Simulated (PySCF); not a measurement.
H4SiSn (SMILES [SiH3][SnH]), singlet, at a GFN2-xTB geometry (such geometries of metal compounds can be far from the true shape) (all electrons, no relativity), with bond 2-1 at 2.4 times its length; CASSCF(10,9)/STO-3G in PySCF.

PySCF was given this input:
```python
from pyscf import gto, scf, mcscf
import numpy

mol = gto.Mole()
mol.atom = '''
    Sn   -0.013149    0.516262    0.438654
    H    -0.446783    3.158015   -2.982740
    Si    0.048158   -1.523472   -1.168652
    H     1.025316   -1.473344   -2.267988
    H    -1.230903   -1.834672   -1.830907
    H     0.382654   -2.793460   -0.485737
'''
mol.basis = 'sto-3g'
mol.charge = 0
mol.spin = 0
mol.verbose = 4
mol.build()

mf = scf.RHF(mol)
mf.kernel()
mc = mcscf.CASSCF(mf, 9, 10)
mc.fix_spin_(ss=0.0)
mc.kernel()
occ = numpy.linalg.eigvalsh(mc.fcisolver.make_rdm1(mc.ci, mc.ncas, mc.nelecas))[::-1]
ss = mc.fcisolver.spin_square(mc.ci, mc.ncas, mc.nelecas)[0]
print('natural occupations', occ.round(4), ' <S^2>', round(ss, 4))
```

What the program printed (banner, timings and long lists left out):

```
PySCF version 2.14.0

[INPUT] verbose = 4
[INPUT] num. atoms = 6
[INPUT] num. electrons = 68
[INPUT] charge = 0
[INPUT] spin (= nelec alpha-beta = 2S) = 0
[INPUT] symmetry False subgroup None
[INPUT] Mole.unit = angstrom
[INPUT] Symbol           X                Y                Z      unit          X                Y                Z       unit  Magmom
[...]
nuclear repulsion = 188.964359556447
number of shells = 20
number of NR pGTOs = 120
number of NR cGTOs = 40
basis = sto-3g
ecp = {}

******** <class 'pyscf.scf.hf.RHF'> ********
method = RHF
initial guess = minao
damping factor = 0
level_shift factor = 0
DIIS = <class 'pyscf.scf.diis.CDIIS'>
diis_start_cycle = 1
diis_space = 8
diis_damp = 0
SCF conv_tol = 1e-09
SCF conv_tol_grad = None
SCF max_cycles = 50
direct_scf = True
direct_scf_tol = 1e-13
Set gradient conv threshold to 3.16228e-05
Initial guess from minao.
init E= -6233.41588683862

WARN: HOMO -0.345942636014498 == LUMO -0.345599554498109

cycle= 1 E= -6250.3813290099  delta_E=  -17  |g|= 0.414  |ddm|= 3.09
[...]
cycle= 2 E= -6250.69436301582  delta_E= -0.313  |g|= 0.21  |ddm|= 3.33
[...]
cycle= 3 E= -6250.78523406087  delta_E= -0.0909  |g|= 0.246  |ddm|= 2.51
[...]
cycle= 4 E= -6250.84999627562  delta_E= -0.0648  |g|= 0.0302  |ddm|= 0.917
[...]
cycle= 5 E= -6250.85130734363  delta_E= -0.00131  |g|= 0.0118  |ddm|= 0.152
[...]
cycle= 6 E= -6250.85177112208  delta_E= -0.000464  |g|= 0.00789  |ddm|= 0.104
[...]
cycle= 7 E= -6250.85207312628  delta_E= -0.000302  |g|= 0.00582  |ddm|= 0.0776
[...]
cycle= 8 E= -6250.85270968017  delta_E= -0.000637  |g|= 0.00686  |ddm|= 0.216
[...]
cycle= 9 E= -6250.85329224894  delta_E= -0.000583  |g|= 0.00756  |ddm|= 0.258
[...]
cycle= 10 E= -6250.85357421031  delta_E= -0.000282  |g|= 0.00243  |ddm|= 0.137
[...]
cycle= 11 E= -6250.85272118266  delta_E= 0.000853  |g|= 0.0326  |ddm|= 0.395
[...]
cycle= 12 E= -6250.85341602992  delta_E= -0.000695  |g|= 0.0205  |ddm|= 0.0451
[...]
cycle= 13 E= -6250.85385577292  delta_E= -0.00044  |g|= 0.00438  |ddm|= 0.0588
[...]
cycle= 14 E= -6250.85386418365  delta_E= -8.41e-06  |g|= 0.00349  |ddm|= 0.0342
[...]
cycle= 15 E= -6250.85387773015  delta_E= -1.35e-05  |g|= 0.000301  |ddm|= 0.0117
[...]
cycle= 16 E= -6250.85387760287  delta_E= 1.27e-07  |g|= 0.000456  |ddm|= 0.00303
[...]
cycle= 17 E= -6250.85387783457  delta_E= -2.32e-07  |g|= 3.13e-05  |ddm|= 0.00179
[...]
cycle= 18 E= -6250.85387783515  delta_E= -5.82e-10  |g|= 2.22e-05  |ddm|= 0.000254
[...]
Extra cycle  E= -6250.85387783329  delta_E= 1.86e-09  |g|= 4.74e-05  |ddm|= 0.000248
converged SCF energy = -6250.85387783329

******** <class 'pyscf.mcscf.mc1step.CASSCF'> ********
CAS (5e+5e, 9o), ncore = 29, nvir = 2
max_cycle_macro = 50
max_cycle_micro = 4
conv_tol = 1e-07
conv_tol_grad = None
orbital rotation max_stepsize = 0.02
orbital rotation threshold for CI restart = 0.01
augmented hessian ah_max_cycle = 30
augmented hessian ah_conv_tol = 1e-12
augmented hessian ah_linear dependence = 1e-14
augmented hessian ah_level shift = 1e-08
augmented hessian ah_start_tol = 2.5
augmented hessian ah_start_cycle = 3
augmented hessian ah_grad_trust_region = 3
kf_trust_region = 3
kf_interval = 4
ci_response_space = 4
ci_grad_trust_region = 3
with_dep4 0
natorb = False
canonicalization = True
sorting_mo_energy = False
ao2mo_level = 2
internal_rotation = False
******** <class 'pyscf.fci.addons.SpinPenaltyFCISolver'> ********
max. cycles = 50
conv_tol = 1e-08
davidson only = True
linear dependence = 1e-12
level shift = 0.001
max iter space = 12
nroots = 1
pspace_size = 400
spin = None
CASCI E = -6251.08286512991  S^2 = 0.0000000
Set conv_tol_grad to 0.000316228
macro iter   1 ( 21 JK    4 micro), CASSCF E = -6251.08945070375  dE = -6.58557384e-03  S^2 = 0.0000000
               |grad[o]|=0.0238  |grad[c]|=0.0152  |ddm|=0.0223  |maxRot[o]|=0.314
macro iter   2 ( 21 JK    4 micro), CASSCF E = -6251.09294440561  dE = -3.49370186e-03  S^2 = 0.0000000
               |grad[o]|=0.0193  |grad[c]|=0.014  |ddm|=0.0136  |maxRot[o]|=0.191
macro iter   3 ( 17 JK    4 micro), CASSCF E = -6251.09413597936  dE = -1.19157375e-03  S^2 = 0.0000000
               |grad[o]|=0.00975  |grad[c]|=0.00847  |ddm|=0.00515  |maxRot[o]|=0.108
macro iter   4 ( 17 JK    4 micro), CASSCF E = -6251.09452471587  dE = -3.88736507e-04  S^2 = 0.0000000
               |grad[o]|=0.00549  |grad[c]|=0.0042  |ddm|=0.00199  |maxRot[o]|=0.0775
macro iter   5 (  7 JK    2 micro), CASSCF E = -6251.09466516908  dE = -1.40453213e-04  S^2 = 0.0000000
               |grad[o]|=0.00351  |grad[c]|=0.000658  |ddm|=0.000836  |maxRot[o]|=0.0699
macro iter   6 (  7 JK    2 micro), CASSCF E = -6251.09474389338  dE = -7.87242952e-05  S^2 = 0.0000000
               |grad[o]|=0.00255  |grad[c]|=0.000647  |ddm|=0.00104  |maxRot[o]|=0.0699
macro iter   7 ( 17 JK    4 micro), CASSCF E = -6251.09472281893  dE =  2.10744520e-05  S^2 = 0.0000000
               |grad[o]|=0.00201  |grad[c]|=0.00605  |ddm|=0.000973  |maxRot[o]|=0.118
macro iter   8 ( 21 JK    4 micro), CASSCF E = -6251.09474063443  dE = -1.78155005e-05  S^2 = 0.0000000
               |grad[o]|=0.00204  |grad[c]|=0.000643  |ddm|=0.000129  |maxRot[o]|=0.0205
macro iter   9 ( 17 JK    4 micro), CASSCF E = -6251.09472626666  dE =  1.43677698e-05  S^2 = 0.0000000
               |grad[o]|=0.00182  |grad[c]|=0.00184  |ddm|=0.000513  |maxRot[o]|=0.0633
macro iter  10 ( 25 JK    4 micro), CASSCF E = -6251.09473738807  dE = -1.11214176e-05  S^2 = 0.0000000
               |grad[o]|=0.00184  |grad[c]|=0.000452  |ddm|=0.000125  |maxRot[o]|=0.0262
macro iter  11 ( 21 JK    4 micro), CASSCF E = -6251.09472480590  dE =  1.25821725e-05  S^2 = 0.0000000
               |grad[o]|=0.00169  |grad[c]|=0.00138  |ddm|=0.000225  |maxRot[o]|=0.059
macro iter  12 ( 25 JK    4 micro), CASSCF E = -6251.09473137814  dE = -6.57223427e-06  S^2 = 0.0000000
               |grad[o]|=0.00167  |grad[c]|=0.000261  |ddm|=0.000151  |maxRot[o]|=0.0243
[...]
macro iter  22 ( 17 JK    4 micro), CASSCF E = -6251.09469983882  dE =  9.18229671e-06  S^2 = 0.0000000
               |grad[o]|=0.00164  |grad[c]|=0.00184  |ddm|=0.000543  |maxRot[o]|=0.0439
macro iter  23 ( 25 JK    4 micro), CASSCF E = -6251.09469602143  dE =  3.81739756e-06  S^2 = 0.0000000
               |grad[o]|=0.00165  |grad[c]|=0.000825  |ddm|=0.00016  |maxRot[o]|= 0.03
macro iter  24 ( 29 JK    4 micro), CASSCF E = -6251.09469855657  dE = -2.53514008e-06  S^2 = 0.0000000
               |grad[o]|=0.00164  |grad[c]|=0.00013  |ddm|=0.000111  |maxRot[o]|=0.0153
macro iter  25 ( 24 JK    4 micro), CASSCF E = -6251.09470096195  dE = -2.40538793e-06  S^2 = 0.0000000
               |grad[o]|=0.00161  |grad[c]|=0.000603  |ddm|=7.54e-05  |maxRot[o]|=0.00776
macro iter  26 ( 21 JK    4 micro), CASSCF E = -6251.09469049428  dE =  1.04676701e-05  S^2 = 0.0000000
               |grad[o]|=0.00179  |grad[c]|=0.0022  |ddm|=0.000171  |maxRot[o]|=0.067
macro iter  27 ( 25 JK    4 micro), CASSCF E = -6251.09468568271  dE =  4.81157258e-06  S^2 = 0.0000000
               |grad[o]|=0.00172  |grad[c]|=0.000892  |ddm|=0.000113  |maxRot[o]|=0.0358
macro iter  28 ( 29 JK    4 micro), CASSCF E = -6251.09468718250  dE = -1.49979223e-06  S^2 = 0.0000000
               |grad[o]|=0.00167  |grad[c]|=0.000132  |ddm|=5.16e-05  |maxRot[o]|=0.00972
macro iter  29 ( 22 JK    4 micro), CASSCF E = -6251.09468428857  dE =  2.89393938e-06  S^2 = 0.0000000
               |grad[o]|=0.00165  |grad[c]|=0.000498  |ddm|=5.81e-05  |maxRot[o]|=0.0304
macro iter  30 ( 27 JK    4 micro), CASSCF E = -6251.09468510654  dE = -8.17970431e-07  S^2 = 0.0000000
               |grad[o]|=0.00161  |grad[c]|=0.000241  |ddm|=6.18e-05  |maxRot[o]|=0.00638
macro iter  31 ( 21 JK    4 micro), CASSCF E = -6251.09468421641  dE =  8.90121555e-07  S^2 = 0.0000000
               |grad[o]|=0.00159  |grad[c]|=0.000598  |ddm|=5.77e-05  |maxRot[o]|=0.0166
macro iter  32 ( 25 JK    4 micro), CASSCF E = -6251.09468611898  dE = -1.90256742e-06  S^2 = 0.0000000
               |grad[o]|=0.00154  |grad[c]|=0.000194  |ddm|=7.32e-05  |maxRot[o]|=0.0147
macro iter  33 ( 17 JK    4 micro), CASSCF E = -6251.09468395091  dE =  2.16807530e-06  S^2 = 0.0000000
               |grad[o]|=0.00151  |grad[c]|=0.00222  |ddm|=0.000305  |maxRot[o]|=0.0254
macro iter  34 ( 25 JK    4 micro), CASSCF E = -6251.09468540443  dE = -1.45352624e-06  S^2 = 0.0000000
               |grad[o]|=0.00149  |grad[c]|=0.000248  |ddm|=8.64e-05  |maxRot[o]|= 0.01
macro iter  35 ( 21 JK    4 micro), CASSCF E = -6251.09467917707  dE =  6.22736479e-06  S^2 = 0.0000000
               |grad[o]|=0.00147  |grad[c]|=0.000909  |ddm|=0.000139  |maxRot[o]|=0.044
macro iter  36 ( 25 JK    4 micro), CASSCF E = -6251.09468042221  dE = -1.24514554e-06  S^2 = 0.0000000
               |grad[o]|=0.00146  |grad[c]|=0.000269  |ddm|=0.000103  |maxRot[o]|=0.0132
macro iter  37 ( 21 JK    4 micro), CASSCF E = -6251.09467697259  dE =  3.44962427e-06  S^2 = 0.0000000
               |grad[o]|=0.00145  |grad[c]|=0.00208  |ddm|=0.00025  |maxRot[o]|=0.0479
macro iter  38 ( 25 JK    4 micro), CASSCF E = -6251.09467804364  dE = -1.07105097e-06  S^2 = 0.0000000
               |grad[o]|=0.00145  |grad[c]|=0.000291  |ddm|=0.000113  |maxRot[o]|=0.00685
macro iter  39 ( 21 JK    4 micro), CASSCF E = -6251.09467680405  dE =  1.23958580e-06  S^2 = 0.0000000
               |grad[o]|=0.00145  |grad[c]|=0.000886  |ddm|=0.000103  |maxRot[o]|=0.0362
macro iter  40 ( 25 JK    4 micro), CASSCF E = -6251.09467845907  dE = -1.65501842e-06  S^2 = 0.0000000
               |grad[o]|=0.00142  |grad[c]|=0.00225  |ddm|=0.000167  |maxRot[o]|=0.0355
macro iter  41 ( 21 JK    4 micro), CASSCF E = -6251.09468299220  dE = -4.53312896e-06  S^2 = 0.0000000
               |grad[o]|=0.00174  |grad[c]|=0.0171  |ddm|=0.000565  |maxRot[o]|=0.095
macro iter  42 ( 21 JK    4 micro), CASSCF E = -6251.09468465955  dE = -1.66734935e-06  S^2 = 0.0000000
               |grad[o]|=0.00173  |grad[c]|=0.0332  |ddm|=0.000455  |maxRot[o]|=0.125
macro iter  43 (  7 JK    2 micro), CASSCF E = -6251.09470031901  dE = -1.56594624e-05  S^2 = 0.0000000
               |grad[o]|=0.00253  |grad[c]|=0.011  |ddm|=0.000347  |maxRot[o]|=0.0517
macro iter  44 (  7 JK    2 micro), CASSCF E = -6251.09471561629  dE = -1.52972752e-05  S^2 = 0.0000000
               |grad[o]|=0.00232  |grad[c]|=0.00989  |ddm|=0.000264  |maxRot[o]|=0.0601
macro iter  45 (  7 JK    2 micro), CASSCF E = -6251.09473293734  dE = -1.73210474e-05  S^2 = 0.0000000
               |grad[o]|=0.00216  |grad[c]|=0.0104  |ddm|=0.000252  |maxRot[o]|=0.0648
macro iter  46 (  7 JK    2 micro), CASSCF E = -6251.09475217779  dE = -1.92404550e-05  S^2 = 0.0000000
               |grad[o]|=0.00202  |grad[c]|=0.0114  |ddm|=0.000281  |maxRot[o]|=0.0673
macro iter  47 (  7 JK    2 micro), CASSCF E = -6251.09477274677  dE = -2.05689803e-05  S^2 = 0.0000000
               |grad[o]|=0.00189  |grad[c]|=0.012  |ddm|=0.000302  |maxRot[o]|=0.0686
macro iter  48 (  7 JK    2 micro), CASSCF E = -6251.09479390101  dE = -2.11542392e-05  S^2 = 0.0000000
               |grad[o]|=0.00176  |grad[c]|=0.0124  |ddm|=0.000318  |maxRot[o]|=0.0693
macro iter  49 (  7 JK    2 micro), CASSCF E = -6251.09481489302  dE = -2.09920099e-05  S^2 = 0.0000000
               |grad[o]|=0.00164  |grad[c]|=0.0127  |ddm|=0.000331  |maxRot[o]|=0.0696
macro iter  50 (  7 JK    2 micro), CASSCF E = -6251.09483487455  dE = -1.99815313e-05  S^2 = 0.0000000
               |grad[o]|=0.0015  |grad[c]|=0.0129  |ddm|=0.000342  |maxRot[o]|=0.0698
1-step CASSCF not converged,  50 macro (965 JK 180 micro) steps
CASSCF canonicalization
Density matrix diagonal elements [1.96317815 1.99971355 1.9747093  1.94428441 0.86626417 0.69326058
 0.50116325 0.03191742 0.02550918]
CASSCF energy = -6251.09483487455
CASCI E = -6251.09483487455  E(CI) = -24.3017059010563  S^2 = 0.0000000
natural occupations [2.     1.9795 1.971  1.9359 1.0338 0.9663 0.058  0.0312 0.0244]  <S^2> 0.0
```

Convergence was not reached.
